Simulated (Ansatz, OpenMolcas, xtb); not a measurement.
**Ligand exchange: CH3F + GeH3(SH) → CH4S + GeH3F**

Species: CH3F (fluoromethane) `CF`, singlet; GeH3(SH), singlet; CH4S `CS`, singlet; GeH3F `[F][GeH3]`, singlet. The partners trade F for SH: C–F and Ge–SH bonds give way to C–SH and Ge–F.

Shapes, held fixed at every level: PBE0-D4/def2-TZVP. Programs: Ansatz 0.2.0, OpenMolcas 26.06, xtb 6.7.1, xtb 6.7.1 later snapshot. The zero-point and thermal change to 298 K, harmonic and unscaled (PBE0-D4/def2-TZVP), is -1.5 kJ/mol.

Q: Estimate ΔH(298 K) of this reaction.

A: The highest level, CCSD(T)/def2-TZVPP, gives ΔH(298 K) = -50.0 kJ/mol; the levels span -55.4 to +80.3. They disagree on the sign: 1 of 9 are positive. GFN0-xTB strays far from the other rows. The column of differences is taken from that level and isn't an error. No measured value is set beside it here. Relativity is left out for Ge. Outer-core shells of Ge are correlated, in sets that cover them unevenly.

```
                             level                    kind  ΔH(298 K) (kJ/mol)  less CCSD(T)/def2-TZVPP
                          GFN0-xTB          semi-empirical               +80.3                   +130.3
                  SPW92/def2-TZVPP                     LDA               -42.7                     +7.3
B3LYP/6-31G* (spherical functions)           global hybrid               -46.6                     +3.4
                PBE0-D4/def2-TZVPP           global hybrid               -44.1                     +5.9
                wB97M-V/def2-TZVPP  range-separated hybrid               -50.5                     -0.5
                 B2PLYP/def2-TZVPP           double hybrid               -52.3                     -2.3
                    MP2/def2-TZVPP     perturbation theory               -55.4                     -5.4
                  CCSD(T)/def2-SVP   coupled cluster or CI               -46.3                     +3.7
                CCSD(T)/def2-TZVPP   coupled cluster or CI               -50.0                      0.0
```
